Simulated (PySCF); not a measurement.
B(OMe)3, C3H9BO3.
Z-matrix (Å and degrees, PBE0-D3(BJ)/def2-SVP geometry), rows numbered from 1:
```
B 
O   1  1.3620
C   2  1.3930  1  128.88
H   3  1.1031  2  112.91  1    61.01
H   3  1.1039  2  112.41  1   -61.88
H   3  1.1005  2  108.07  1   179.71
O   1  1.3673  2  128.21  3    -6.06
C   7  1.3950  1  129.69  2    -3.49
H   8  1.1025  7  112.66  1    60.37
H   8  1.1032  7  112.29  1   -62.33
H   8  1.1005  7  108.11  1   179.11
O   1  1.3607  2  114.78  3   174.05
C  12  1.3992  1  121.04  2   179.20
H  13  1.1000 12  108.24  1  -173.33
H  13  1.1037 12  111.84  1    67.34
H  13  1.1030 12  112.13  1   -53.48
```

The closed-shell ground state was solved at several levels (PySCF, density fitting, gas phase, non-relativistic).

```
              level  basis functions  total energy (Eh)  HOMO (eV)  LUMO (eV)  gap (eV)  dipole (D)
     B3LYP/pcSseg-1              164          -370.3494      -7.55       0.85      8.40        2.99
CAM-B3LYP/def2-SVPD              221          -369.9699      -9.38       0.86     10.24        2.86
      PBE0/pcSseg-1              164          -369.9103      -7.82       1.20      9.02        3.01
```

**Question.** What might B3LYP/pcJ-1 (279 basis functions) give for the same quantities?

**Answer.** Total energy -370.3964 Eh, HOMO -7.56 eV, LUMO 0.89 eV, gap 8.45 eV, dipole 2.98 D.

**Question.** Over all these levels, which gives the widest orbital gap and which the narrowest?

**Answer.** CAM-B3LYP/def2-SVPD (range-separated hybrid) has the widest, 10.24 eV, and B3LYP/pcSseg-1 (global hybrid, 20 % exact exchange) the narrowest, 8.40 eV. Functional and basis both differ between the two, so the spread mixes both effects.

**Question.** How far do the dipole and the HOMO energy spread over the levels?

**Answer.** The dipole runs from 2.86 to 3.01 D (mean 2.96 D) and the HOMO from -9.38 to -7.55 eV.

One conformer stands for the species.
